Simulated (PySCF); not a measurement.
Stepwise substitution at one centre (Sn F-C2H5). Gas-phase values, no solvent. One relaxed conformer stands for each flexible species; it need not be the lowest. Strings in code marks are SMILES.

The LUMO from two functionals at the same geometries (PBE0-D4/def2-SVP), both in PySCF: PBE-D3(BJ)/def2-TZVP and B3LYP-D3(BJ)/def2-TZVP. B3LYP has the VWN-RPA correlation part, as in Gaussian. 

| species | PBE-D3(BJ)/def2-TZVP (eV) |
|---|---|
| 0 of 4 F replaced by C2H5 (`[F][Sn]([F])([F])[F]`) | -4.91 |
| 1 of 4 F replaced by C2H5 (`C[CH2][Sn]([F])([F])[F]`) | -2.95 |
| 2 of 4 F replaced by C2H5 | -1.50 |

What does B3LYP-D3(BJ)/def2-TZVP give for each?


- 0 of 4 F replaced by C2H5 (`[F][Sn]([F])([F])[F]`): -4.34
- 1 of 4 F replaced by C2H5 (`C[CH2][Sn]([F])([F])[F]`): -2.34
- 2 of 4 F replaced by C2H5: -0.89
Over these rows, drawn at random from the members with no instability flagged (it was tested for open shells, ions and some series alone), PBE minus B3LYP-D3(BJ): mean -0.60 eV, from -0.61 eV to -0.58 eV.
